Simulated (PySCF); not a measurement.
SMILES COC(=O)c1cccc(C=O)c1, GFN2-xTB optimised geometry.

```
20

C     -2.98    -2.56    -0.03
O     -2.25    -1.35    -0.03
C     -0.91    -1.47     0.00
O     -0.35    -2.54     0.02
C     -0.21    -0.16     0.00
C     -0.91     1.05     0.00
C     -0.21     2.24     0.00
C      1.17     2.25     0.00
C      1.88     1.04     0.00
C      3.35     1.05     0.00
O      4.03     2.04     0.00
C      1.18    -0.16     0.00
H     -2.69    -3.18    -0.88
H     -4.03    -2.28    -0.10
H     -2.80    -3.12     0.89
H     -1.99     1.04     0.00
H     -0.75     3.18     0.00
H      1.73     3.17     0.00
H      3.80     0.04     0.00
H      1.70    -1.11     0.00
```

Density from B3LYP/def2-SVP run with PySCF at that geometry.

Minimum of the electron density along straight lines between bonded atoms, close to the bond critical point (lines longer than 1.1 times the sum of covalent radii, or with two minima, are not listed):

```tsv
bond	length / Å	ρ at the minimum / e bohr⁻³	∇²ρ there / e bohr⁻⁵	position (fraction from the first atom)
C1–O2	1.420	…	…	0.34
O2–C3	1.340	0.305	-0.37	0.67
C3–O4	1.206	0.418	0.30	0.33
C3–C5	1.486	0.270	-0.68	0.52
C5–C6	1.394	0.310	-0.79	0.50
C6–C7	1.385	0.315	-0.82	0.50
C7–C8	1.382	0.316	-0.82	0.50
C8–C9	1.397	0.308	-0.79	0.50
C9–C10	1.471	0.277	-0.70	0.50
C10–O11	1.203	0.413	…	0.33
C5–C12	1.390	0.312	-0.80	0.50
C9–C12	1.391	0.311	-0.80	0.50
C1–H13	1.092	0.284	-1.10	0.64
C1–H14	1.087	0.286	-1.12	0.64
C1–H15	1.092	0.283	-1.10	0.64
C6–H16	1.079	0.288	-1.13	0.64
C7–H17	1.080	0.285	-1.10	0.63
C8–H18	1.080	0.287	-1.13	0.64
C10–H19	1.108	0.277	-1.04	0.64
C12–H20	1.080	0.287	-1.13	0.64
```

Problem. Fill in the missing entries.

Solution. 
- C1–O2, ρ at the minimum / e bohr⁻³: 0.245
- C1–O2, ∇²ρ there / e bohr⁻⁵: -0.29
- C10–O11, ∇²ρ there / e bohr⁻⁵: 0.49
